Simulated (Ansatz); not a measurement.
# Abstraction of H: GeH4 + SiH(SiH2)F2 → GeH3 + SiH(SiH3)F2

Species: GeH4 (germane) `[GeH4]`, singlet; SiH(SiH2)F2, doublet; GeH3 `[GeH3]`, doublet; SiH(SiH3)F2, singlet. A radical takes H: the energy is the difference in strength between the Ge–H bond broken and the Si–H bond made.

Shapes, held fixed at every level: PBE0-D4/def2-TZVP. Flexible molecules stand in one conformer, not always the lowest. Programs: Ansatz 0.2.0. The zero-point and thermal change to 298 K, harmonic and unscaled (PBE0-D4/def2-TZVP), is -0.5 kJ/mol.

```json
{"level": "HF/def2-SVP", "kind": "Hartree–Fock", "ΔH(298 K) (kJ/mol)": "-15.0", "less CCSD(T)/def2-TZVPP": "-4.5"}
{"level": "SPW92/def2-TZVPP", "kind": "LDA", "ΔH(298 K) (kJ/mol)": "-4.8", "less CCSD(T)/def2-TZVPP": "+5.7"}
{"level": "r2SCAN-D4/def2-TZVPP", "kind": "meta-GGA", "ΔH(298 K) (kJ/mol)": "-7.6", "less CCSD(T)/def2-TZVPP": "+2.9"}
{"level": "B3LYP-D4/def2-TZVPP", "kind": "global hybrid", "ΔH(298 K) (kJ/mol)": "-13.3", "less CCSD(T)/def2-TZVPP": "-2.8"}
{"level": "B2PLYP/def2-TZVPP", "kind": "double hybrid", "ΔH(298 K) (kJ/mol)": "-13.3", "less CCSD(T)/def2-TZVPP": "-2.8"}
{"level": "CCSD/def2-SVP", "kind": "coupled cluster or CI", "ΔH(298 K) (kJ/mol)": "-11.4", "less CCSD(T)/def2-TZVPP": "-0.9"}
{"level": "CCSD/def2-TZVPP", "kind": "coupled cluster or CI", "ΔH(298 K) (kJ/mol)": "-11.4", "less CCSD(T)/def2-TZVPP": "-0.9"}
{"level": "CCSD(T)/def2-TZVPP", "kind": "coupled cluster or CI", "ΔH(298 K) (kJ/mol)": "-10.5", "less CCSD(T)/def2-TZVPP": "0.0"}
```

The highest level, CCSD(T)/def2-TZVPP, gives ΔH(298 K) = -10.5 kJ/mol; the levels span -15.0 to -4.8. The column of differences is taken from that level and isn't an error. No measured value is set beside it here. Open shells run unrestricted. Relativity is left out for Ge. Outer-core shells of Ge are correlated in most correlated rows, in sets that cover them unevenly.
